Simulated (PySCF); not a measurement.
A series of related molecules.

All values: PBE0/pcSseg-1 (PySCF) at GFN2-xTB geometries, gas phase, one conformer each.

Question: Rank by HOMO–LUMO gap, highest first.
A. `C#C/C=C(\C(Cl)Cl)[SiH](C)C`
B. `[H]/N=C/C(=C/C#C)[SiH](C)C`
C. `C#C/C=C(/C(C)=O)[SiH](C)C`
D. `C[SiH](C)/C(=C\C#C)C`
E. `C#C/C=C(/C[SiH3])[SiH](C)C`

Answer: D (5.85 eV), A (5.68 eV), E (5.54 eV), C (5.18 eV), B (4.77 eV).

Question: Rank by dipole moment, lowest first.
A. `[CH:1]#[C:2]/[CH:3]=[C:4](/[C:5]([CH3:6])=[O:7])[SiH:8]([CH3:9])[CH3:10]` with C3–C4–C5–C6 -30°, C3–C4–Si8–C9 -97°
B. `[CH:1]#[C:2]/[CH:3]=[C:4](/[C:5]#[N:6])[SiH:7]([CH3:8])[CH3:9]` with C3–C4–Si7–C8 -65°
C. `[CH:1]#[C:2]/[CH:3]=[C:4](\[CH:5]([Cl:6])[Cl:7])[SiH:8]([CH3:9])[CH3:10]` with C3–C4–C5–Cl6 120°, C3–C4–Si8–C9 59°
D. `[H]/[N:6]=[CH:5]/[C:4](=[CH:3]/[C:2]#[CH:1])[SiH:7]([CH3:8])[CH3:9]` with C3–C4–C5–N6 0°, C3–C4–Si7–C8 -61°
E. `[CH:1]#[C:2]/[CH:3]=[C:4](\[C:5]#[CH:6])[SiH:7]([CH3:8])[CH3:9]` with C3–C4–Si7–C8 -120°
F. `[CH:1]#[C:2]/[CH:3]=[C:4](/[CH2:5][SiH3:6])[SiH:7]([CH3:8])[CH3:9]` with C3–C4–C5–Si6 -94°, C3–C4–Si7–C8 -62°

Answer: F (0.33 D), E (0.65 D), D (1.42 D), C (2.16 D), A (2.36 D), B (4.22 D).

All values together:

```tsv
SMILES	change	formula	μ (D)	HOMO (eV)	LUMO (eV)	lowest IAO charge (e)	highest IAO charge (e)	lowest Hirshfeld charge (e)	highest Hirshfeld charge (e)
C#C/C=C/[SiH](C)C	parent	C6H10Si	0.75	-7.10	-1.15	-0.720 (C)	+0.929 (Si)	-0.215 (C)	+0.381 (Si)
C#C/C=C(/C)[SiH](C)C	H on C replaced by CH3	C7H12Si	0.32	-6.83	-0.97	-0.714 (C)	+0.908 (Si)	-0.217 (C)	+0.374 (Si)
[H]/N=C/C(=C/C#C)[SiH](C)C	H on C replaced by CH=NH	C7H11NSi	1.42	-6.96	-2.18	-0.715 (C)	+0.908 (Si)	-0.217 (C)	+0.372 (Si)
C#C/C=C(\C(Cl)Cl)[SiH](C)C	H on C replaced by CHCl2	C7H10Cl2Si	2.16	-7.40	-1.72	-0.716 (C)	+0.908 (Si)	-0.215 (C)	+0.353 (Si)
C#C/C=C(\Cl)[SiH](C)C	H on C replaced by Cl	C6H9ClSi	1.24	-7.01	-1.33	-0.720 (C)	+0.929 (Si)	-0.214 (C)	+0.372 (Si)
C#C/C=C(/C[SiH3])[SiH](C)C	H on C replaced by CH2SiH3	C7H14Si2	0.33	-6.67	-1.12	-0.713 (C)	+0.905 (Si)	-0.217 (C)	+0.371 (Si)
C#C/C=C(/C(C)=O)[SiH](C)C	H on C replaced by COCH3	C8H12OSi	2.36	-7.38	-2.20	-0.718 (C)	+0.919 (Si)	-0.218 (C)	+0.365 (Si)
C#C/C=C(\C#C)[SiH](C)C	H on C replaced by ethynyl	C8H10Si	0.65	-6.79	-1.72	-0.719 (C)	+0.940 (Si)	-0.214 (C)	+0.385 (Si)
C#C/C=C(/[SiH](C)C)[S@@](C)=O	H on C replaced by SOCH3	C7H12OSSi	3.22	-6.62	-1.75	-0.909 (O)	+1.120 (S)	-0.340 (O)	+0.364 (Si)
C#C/C=C(/C#N)[SiH](C)C	H on C replaced by CN	C7H9NSi	4.22	-7.60	-2.42	-0.719 (C)	+0.933 (Si)	-0.221 (N)	+0.384 (Si)
```

Conformers: `[CH:1]#[C:2]/[CH:3]=[CH:4]/[SiH:5]([CH3:6])[CH3:7]` with C3–C4–Si5–C6 120°; `[CH:1]#[C:2]/[CH:3]=[C:4](/[CH3:5])[SiH:6]([CH3:7])[CH3:8]` with C3–C4–Si6–C7 -60°; `[H]/[N:6]=[CH:5]/[C:4](=[CH:3]/[C:2]#[CH:1])[SiH:7]([CH3:8])[CH3:9]` with C3–C4–C5–N6 0°, C3–C4–Si7–C8 -61°; `[CH:1]#[C:2]/[CH:3]=[C:4](\[CH:5]([Cl:6])[Cl:7])[SiH:8]([CH3:9])[CH3:10]` with C3–C4–C5–Cl6 120°, C3–C4–Si8–C9 59°; `[CH:1]#[C:2]/[CH:3]=[C:4](\[Cl:5])[SiH:6]([CH3:7])[CH3:8]` with C3–C4–Si6–C7 120°; `[CH:1]#[C:2]/[CH:3]=[C:4](/[CH2:5][SiH3:6])[SiH:7]([CH3:8])[CH3:9]` with C3–C4–C5–Si6 -94°, C3–C4–Si7–C8 -62°; `[CH:1]#[C:2]/[CH:3]=[C:4](/[C:5]([CH3:6])=[O:7])[SiH:8]([CH3:9])[CH3:10]` with C3–C4–C5–C6 -30°, C3–C4–Si8–C9 -97°; `[CH:1]#[C:2]/[CH:3]=[C:4](\[C:5]#[CH:6])[SiH:7]([CH3:8])[CH3:9]` with C3–C4–Si7–C8 -120°; `[CH:1]#[C:2]/[CH:3]=[C:4](/[SiH:5]([CH3:6])[CH3:7])[S@@:8]([CH3:9])=[O:10]` with C3–C4–Si5–C6 105°, C3–C4–S8–C9 85°; `[CH:1]#[C:2]/[CH:3]=[C:4](/[C:5]#[N:6])[SiH:7]([CH3:8])[CH3:9]` with C3–C4–Si7–C8 -65°.

Question: Give the shifts from the parent, `C#C/C=C/[SiH](C)C`.

Answer: 
| SMILES | change in μ (D) | change in HOMO (eV) | change in LUMO (eV) |
| --- | --- | --- | --- |
| C#C/C=C(/C)[SiH](C)C | -0.43 | +0.27 | +0.18 |
| [H]/N=C/C(=C/C#C)[SiH](C)C | +0.67 | +0.14 | -1.03 |
| C#C/C=C(\C(Cl)Cl)[SiH](C)C | +1.41 | -0.30 | -0.57 |
| C#C/C=C(\Cl)[SiH](C)C | +0.49 | +0.09 | -0.18 |
| C#C/C=C(/C[SiH3])[SiH](C)C | -0.42 | +0.43 | +0.03 |
| C#C/C=C(/C(C)=O)[SiH](C)C | +1.61 | -0.28 | -1.05 |
| C#C/C=C(\C#C)[SiH](C)C | -0.10 | +0.31 | -0.57 |
| C#C/C=C(/[SiH](C)C)[S@@](C)=O | +2.47 | +0.48 | -0.60 |
| C#C/C=C(/C#N)[SiH](C)C | +3.47 | -0.50 | -1.27 |
